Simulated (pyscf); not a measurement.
Single points on ωB97X-D3(BJ)/def2-SVP structures (PySCF, gas phase).

Problem. Estimate by transition-state theory the rate constant of `[F][N][F]` [doublet] + `[OH][SiH3]` -> `[F][NH][F]` + `[OH][SiH2]` [doublet] (doublet surface; H–Si broken, H–N formed) at 600 K, with ωB97M-D3(BJ)/def2-TZVP energies (ideal gas, 1 atm, RRHO with modes under 100 cm⁻¹ raised to 100, one conformer, R ln 2 for chiral ones without a mode under 150 cm⁻¹; no tunnelling).

Solution. The electronic barrier is 23.5 kcal/mol and the thermal terms add +20.7, so ΔG‡ = 44.1 kcal/mol. With k_BT/h = 1.25e+13 s⁻¹ and RT = 1.192 kcal/mol, and a volume of 8.18e-20 cm³ per molecule at 1 atm, k = 8.6e-23 cm³ molecule⁻¹ s⁻¹. Wigner's tunnelling factor for 1862i cm⁻¹ would be 1.83, likely too low at so high a frequency. A shift of 1 kcal/mol in the barrier changes k by a factor 2.3. This is the saddle that the search found; another between the same sides may lie lower. The angle at the transferred H is 147°.
